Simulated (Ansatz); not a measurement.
Species: H$_{3}$GaO$_{3}$, SMILES `[OH][Ga]([OH])[OH]` (charge 0, multiplicity 1), formula H3GaO3.

**Question.** How many basis functions does frozen-core CCSD(T)/cc-pVTZ // M06-2X/def2-TZVP (Ansatz, a first-principles code) use, how many core orbitals are frozen, and how many electrons are correlated?

**Answer.** 175 basis functions and 12 frozen orbitals, which leaves 34 correlated electrons (filled d shells below the valence shell are correlated). Core time is of the order of minutes.
